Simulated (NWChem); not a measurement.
# C3H6ClF; SMILES F[C@H](CC)Cl

```xyz
11

C     -0.8597     1.7132     0.5724
C     -0.2539     1.1470    -0.7098
C      0.5573    -0.1213    -0.5074
F      1.5704     0.0962     0.3893
Cl    -0.4798    -1.4817     0.1027
H     -1.5706     0.9929     1.0228
H     -1.4021     2.6567     0.3689
H     -0.0690     1.9227     1.3190
H      0.4372     1.8852    -1.1733
H     -1.0373     0.9295    -1.4650
H      1.0015    -0.4976    -1.4522
```
Atoms are numbered in this order, from 1.

All runs: NWChem. Pople sets run with spherical d functions. All runs use the structure optimised with PBE-D3(BJ)/def2-SVP. B3LYP is NWChem's, with the RPA form of VWN correlation. Vertical excitations in the gas phase; the lowest state need not have the same character in each row.

Q: Order these by “lowest excitation, singlet (eV)”, lowest first: PBE0/6-31+G*, full TDDFT; B3LYP/6-31+G*, full TDDFT; PBE/6-31+G*, full TDDFT.

A: PBE/6-31+G*, full TDDFT (6.83), B3LYP/6-31+G*, full TDDFT (7.13), PBE0/6-31+G*, full TDDFT (7.29)
